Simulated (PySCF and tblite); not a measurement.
The numbers below are computed, except where a source is named.
C6H11NSi, numbered as in [CH:1]#[C:2][CH2:3]/[C:4]([CH2:5][CH3:6])=[N:7]\[SiH3:8].

Conformers came from 200 starts (ETKDG and KDG, MMFF94s, GFN2-xTB); geometries are GFN2-xTB. Weights use PBE0-D3(BJ)/pcSseg-1 energies plus GFN2-xTB zero-point and thermal terms (modes under about 100 cm⁻¹ blended into free rotors). Symmetry numbers and mirror images are counted. Conformers within 2.5 kcal/mol (GFN2-xTB free energy) were kept, 4 at most. Run with PySCF (density fitting) and tblite.

Rotational constants are equilibrium values for the commonest isotopes; dipoles come from the energy level named.

Torsions listed: C2–C3–C4–N7, N7–C4–C5–C6. Of a mirror pair one member is shown.

| conformer | shape | symmetry | weight % |
| --- | --- | --- | --- |
| 1 | 112°, 96° | C1 (pair) | 72.2 |
| 2 | -82°, 113° | C1 (pair) | 27.8 |

Sets of constants, in random order:

```tsv
set	A (MHz)	B (MHz)	C (MHz)	abs μa (D)	abs μb (D)	abs μc (D)
P	1813	1209	805	1.37	0.15	0.85
Q	2015	1265	906	1.49	0.37	0.92
```

Question: Match each set to its conformer.

Answer: P is conformer 1, Q is conformer 2.


Conformer gaps in pcSseg-1 on xTB geometries can be 2 kcal/mol off for S=O, P=O and other polar bonds.